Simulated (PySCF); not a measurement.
MoO2Me2, C2H6MoO2 (singlet state).
Cartesian coordinates in Å at the PBE0-D3(BJ)/def2-SVP level; atoms count from 1:
```xyz
11
C2H6MoO2 angstrom
Mo     0.628    0.000    0.464
O      0.615    0.005    2.136
O      2.205   -0.005   -0.089
C     -0.300    1.749   -0.222
H      0.167    2.653    0.201
H     -1.361    1.729    0.079
H     -0.222    1.794   -1.322
C     -0.306   -1.749   -0.214
H     -0.373   -1.703   -1.315
H     -1.317   -1.823    0.220
H      0.264   -2.650    0.063
```

The calculation used TDDFT CAM-B3LYP/def2-SVPD, vertical, gas phase, core orbitals frozen in the response, def2 core potentials past Kr (PySCF). Spin–orbit coupling is left out.

Transition dipole moments from the ground state, in atomic units and in the frame of the coordinates above (overall signs are arbitrary), for the states with f of 0.002 or more among the lowest 8:

```json
{"state": "S1", "E (hartree)": "0.1506", "μx": "0.000", "μy": "-0.211", "μz": "0.000"}
{"state": "S2", "E (hartree)": "0.1682", "μx": "-0.129", "μy": "0.001", "μz": "0.181"}
{"state": "S3", "E (hartree)": "0.1828", "μx": "0.312", "μy": "0.000", "μz": "0.223"}
{"state": "S5", "E (hartree)": "0.1972", "μx": "-0.108", "μy": "-0.002", "μz": "0.145"}
{"state": "S8", "E (hartree)": "0.2207", "μx": "-0.003", "μy": "0.328", "μz": "0.004"}
```

Work out the oscillator strengths.

f = (2/3) ΔE |μ|² with ΔE in hartree (27.2114 eV).

| state | \|μ\|² (au) | \|μ\| (D) | f |
| --- | --- | --- | --- |
| S1 | 0.044 | 0.54 | 0.004 |
| S2 | 0.049 | 0.57 | 0.006 |
| S3 | 0.147 | 0.97 | 0.018 |
| S5 | 0.033 | 0.46 | 0.004 |
| S8 | 0.108 | 0.83 | 0.016 |

What angle do the transition dipoles of S3 and S8 make?

|cos θ| = |μa·μb| / (|μa| |μb|) = 0.00, so θ ≈ 90° (taken between 0 and 90°, since the signs are arbitrary).

What peak molar absorption coefficient would the strongest computed level give as a lone Gaussian band 0.4 eV wide at half height?

ε(max) = 2.175×10⁸ f / FWHM, with the width in cm⁻¹. S3: 2.175×10⁸ × 0.0179 / 3226 ≈ 1200 L mol⁻¹ cm⁻¹.

The vertical ionisation energy (ΔSCF) is 10.88 eV, 4.87 eV above S8.
